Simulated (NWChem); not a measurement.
Molecule: CH3ClF2OSi; SMILES FC([Si@H](O)Cl)F

```xyz
9

O     -1.8007     0.1369    -0.5393
Si    -0.4864     0.3483     0.4598
Cl     0.6244     2.0456    -0.0045
C      0.6807    -1.1565     0.1452
F      0.6202    -1.4006    -1.2195
F      0.1911    -2.2608     0.7964
H     -1.5604    -0.2766    -1.3908
H     -0.9787     0.4529     1.8609
H      1.7543    -1.0319     0.4190
```
Atoms are numbered in this order, from 1.

Program: NWChem. The geometry was optimised at PBE-D3(BJ)/def2-SVP. Ions are spin-unrestricted doublets at the neutral geometry. Hybrids' shares of exact exchange are those that their runs print; pure functionals count as 0. The functionals differ in more than this share.

```csv
row,share of exact exchange,ΔSCF ionisation energy minus −ε(HOMO) (eV)
PBE/def2-SVP,0.00,3.17
B3LYP/def2-SVP,0.20,2.41
PBE0/def2-SVP,0.25,2.22
BHandHLYP/def2-SVP,0.50,withheld
```

**Question.** Fit a straight line of the last column on the one before it, predict the withheld value, and compare with the run.

**Answer.** 
1. Means of the 3 shown rows: x = 0.150, y = 2.600. Slope Σ(x − x̄)(y − ȳ)/Σ(x − x̄)² = -0.1330/0.03500 = -3.800; intercept 3.170.
2. The shown rows scatter about the line by 0.000 (root mean square); the largest residual is 0.00, at B3LYP/def2-SVP.
3. At x = 0.50 (BHandHLYP/def2-SVP; beyond the shown range) the line gives 1.27.
4. The run gives 1.24, -0.03 from the line. The line crosses zero at a share of 0.83, outside the shown range.
